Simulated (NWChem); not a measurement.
Species: CH$_{4}$AlFOS; SMILES C[S][Al]([OH])[F]

```xyz
9

Al    -0.0095     0.8032    -0.0003
F      0.9605     2.1508    -0.0011
O     -1.6974     0.9340     0.0005
H     -2.2126     1.7415     0.0110
S      0.8728    -1.1624     0.0013
C     -0.6451    -2.1948    -0.0021
H     -1.5570    -1.5842     0.0159
H     -0.6243    -2.8447     0.8827
H     -0.6417    -2.8169    -0.9069
```
Atoms are numbered in this order, from 1.

Program: NWChem. Structure relaxed at the PBE0/def2-SVP level.

Question: Order these by “orbital gap (eV)”, lowest first: BLYP/def2-SVP; LRC-wPBEh/def2-SVP; B3LYP/def2-SVP.

Answer: BLYP/def2-SVP (4.43), B3LYP/def2-SVP (6.09), LRC-wPBEh/def2-SVP (10.17)
